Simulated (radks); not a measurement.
Results of a calculation; reference values are marked as such.
Ionisation of Sb, [Kr] 4d10 5s2 5p3, to Sb+, [Kr] 4d10 5s2 5p2, under several functionals. Dirac Kohn-Sham, spin-unpolarised, spherical densities, finite nucleus; open shells are shared between the two j in proportion to 2j + 1; a radial shooting solver on a logarithmic mesh with Libxc functionals.

\begin{tabular}{lrrrrrr}
functional & E(Sb) (hartree) & Exc (hartree) & IE (eV) & -e(HOMO) (eV) & <r> HOMO (bohr) & IE error (eV) \\ \hline
exchange-only LDA & -6472.95428 & -160.09752 & 7.449 & 3.795 & 3.021 & -1.159 \\
HCTH/407 & -6487.40992 & -174.90121 & 8.436 & 4.740 & 2.975 & -0.172 \\
RPBE & -6483.64688 & -170.93606 & 8.277 & 4.597 & 2.974 & -0.332 \\
exchange-only B88 & -6481.37497 & -168.62570 & 7.531 & 3.886 & 3.029 & -1.078 \\
LDA (Slater exchange, Perdew-Zunger correlation) & -6477.82784 & -165.04160 & 8.538 & 4.803 & 2.951 & -0.070 \\
BP86 & -6484.47161 & -171.76811 & 8.478 & 4.769 & 2.955 & -0.130 \\
Wu-Cohen GGA & -6482.55341 & -169.83066 & 8.371 & 4.652 & 2.945 & -0.237 \\
AM05 & -6478.06079 & -165.28071 & 8.310 & 4.601 & 2.954 & -0.299 \\
\end{tabular}

NIST Atomic Spectra Database: 8.608 eV (measured). Closest: LDA (Slater exchange, Perdew-Zunger correlation). The Delta-SCF values span 1.09 eV, the total energies 14.46 hartree. The highest occupied level is 5p3/2. Spin polarisation and multiplet splitting are left out, so open shells lie too high by an amount that depends on their filling. Sharing an open shell by 2j + 1 raises it above the true ground level by a part of the spin-orbit splitting, which enters the differences from NIST.

Beside tabulated values, note that spin-unpolarised runs miss the spin-polarisation part of the exchange energy of open shells.
